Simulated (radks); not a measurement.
Results of a calculation; reference values are marked as such.
Effect of the nuclear size on the potassium ion K2+, [Ne] 3s2 3p5. Code: a radial shooting solver on a logarithmic mesh with Libxc functionals. Model: Dirac Kohn-Sham, PBE, spin-unpolarised, spherical densities, finite nucleus; open shells fill j = l - 1/2 first; Fermi nuclear charge, rms radius 3.4349 fm. The rms radius is varied about that value; shifts are against it.

| rms radius (fm) | total energy shift (eV) | density at nucleus (e/bohr^3) | 1s1/2 shift (meV) | 2s1/2 shift (meV) | 2p1/2 shift (meV) |
|---|---|---|---|---|---|
| 2.7617 | -0.00836 | 5221 | -3.52 | -0.273 | 0.043 |
| 3.3078 | -0.00171 | 5198 | -0.722 | -0.056 | 0.009 |
| 3.4349 | 0 | 5194 | 0.000 | 0.000 | 0.000 |
| 3.5689 | 0.00187 | 5189 | 0.790 | 0.061 | -0.010 |
| 4.2352 | 0.0122 | 5168 | 5.15 | 0.399 | -0.063 |

Slopes of the eigenvalues against <r^2> in GHz/fm^2, as finite differences over the two radii next to the reference (eigenvalue slopes, not the field-shift constants of lines): 1s1/2 203, 2s1/2 15.8.
